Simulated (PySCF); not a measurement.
## Mn: ionisation energy

Mn [Ar] 3d5 4s2 (6S) → Mn⁺ [Ar] 3d5 4s1 (7S), as a difference of total energies. Calculation: PySCF 2.14, in def2-QZVPPD; no relativity, point nucleus. Correlated levels: valence: [Ar] frozen. The calculations carry no spin-orbit coupling.

Task: Order these methods by the ionisation energy they give, lowest first.
A. CCSD(T) (valence)
B. CCSD (valence)
C. MP2 (valence)
D. UHF

Result: D (5.972 eV), C (6.972 eV), B (7.178 eV), A (7.259 eV).

These non-relativistic numbers lack the scalar-relativistic shift.

Errors of the correlated levels include the incompleteness of this basis and the frozen core.

For comparison: 7.434 eV (measured; NIST Atomic Spectra Database, ionization energies).
